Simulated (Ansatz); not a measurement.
Consider the ligand exchange at the Si–O bond: `O[SiH2]N[SiH3]` + HCl → `[SiH3]N[SiH2]Cl` + H₂O.

Gas-phase electronic energies from Ansatz, PBE0-D4/def2-TZVP geometries. CCSD(T)/CBS adds triple-zeta CCSD(T) − MP2 to the extrapolated MP2 energy (def2 sets, frozen cores). This one scheme is used for every species. DFT in def2-TZVPP. Each species was taken in one conformer, which may not be the lowest.

```csv
level,ΔE (kcal/mol)
r2SCAN,-0.9
PBE0,-1.9
MP2/def2-TZVPP,-0.9
MP2/CBS(def2),-2.2
```

Problem. What does CCSD(T)/CBS give? (Best estimate.)

Solution. Ansatz gave: -1.3 kcal/mol. The listed levels differ from it by 0.4, -0.6, 0.4, -0.9 kcal/mol.

Largest T1 diagnostic among the species: 0.011.
